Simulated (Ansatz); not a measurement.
A made-up structure of LiSiH$_{3}$Se, singlet:

```
atom    x (Å)    y (Å)    z (Å)
 Li1   0.4929  -1.9460   0.3135
 Se2  -1.5718  -0.9713   0.6513
 Si3  -0.1009   0.5030  -0.0882
  H4   1.2211  -0.2787  -0.2684
  H5   1.2203  -3.3443   0.5226
  H6   0.2881   1.6073   0.8299
```

It is relaxed with PBE-D4/def2-SVP and then PBE0-D4/def2-TZVP (Ansatz 0.2.0). Atoms count as bonded within 1.22 times the sum of their covalent radii (H–H: 0.88 Å). The end point is not checked to be a true minimum.

Does its bonding change? (Judge from chemistry; the calculation decides.)

The calculation gives: Yes. Formed: Si3–H5; broken: Li1–H4.

Where it ends: The first stage lowers the energy by 3.38 eV in 26 steps. It ends as LiSiH₃Se ([H]1[Li]2[Se][SiH2]12):
```xyz
6
angstrom
Li -0.4179 -2.6529 0.2612
Se -1.3718 -0.8878 1.4031
Si 0.4520 -0.2552 0.3275
H 1.6180 0.1767 1.1446
H 0.9789 -1.5228 -0.3842
H 0.2905 0.7119 -0.7915
```

Labels in which every atom is bracketed show which atoms are joined, not bond orders.

For scale, one of the runs: PBE0-D4/def2-TZVP relaxation, 117 basis functions, launched by `ansatz run in.yaml --threads 2 --pin off --events-out ev --progress --plain --max-ram 4352MiB`. Hardware: 2 CPU threads of an Arm Neoverse V1, shared host. Wall time about 17 s.
